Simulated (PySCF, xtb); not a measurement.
Ti(Cl)2(OH) (Cl2HOTi), SMILES [OH][Ti+]([Cl])[Cl], charge +1, multiplicity 1. The values are those of a single conformer.

Harmonic wavenumbers (cm⁻¹) from GFN2-xTB (xtb) at its own minimum, in rising order: 118, 139, 153, 408, 416, 448, 489, 770, 3447.

What does PySCF 2.14.0 with B3LYP-D3(BJ)/def2-SVP give at its own minimum? (The exact figures need the calculation; the answer reports its results.)

122, 153, 183, 266, 470, 494, 549, 928, 3739. Paired by order, the mean absolute difference is 89 cm⁻¹ and the zero-point energies are 9.1 and 9.9 kcal/mol.
